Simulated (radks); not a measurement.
Values are calculated unless marked as measured or tabulated.
Valence configurations of Cl (all share [Ne]). Level of theory: non-relativistic Kohn-Sham, PBE, spin-polarised, spherical densities, point nucleus; open shells are filled with parallel spins first (a radial shooting solver on a logarithmic mesh with Libxc functionals). Energies are relative to 3s2 3p5; eigenvalues in eV for spin up.

valence,E (eV),moment (Bohr magnetons),e(3p),e(3s)
3s2 3p5,0.000,1,-9.011,-20.972
3s1.5 3p5.5,5.939,1,-9.319,-21.369
3s1 3p6,11.885,1,-9.628,-21.763

NIST lists [Ne] 3s2 3p5 as the ground configuration; this level of theory agrees among the configurations tried. The energies are those of spherical high-spin densities, not of single terms.
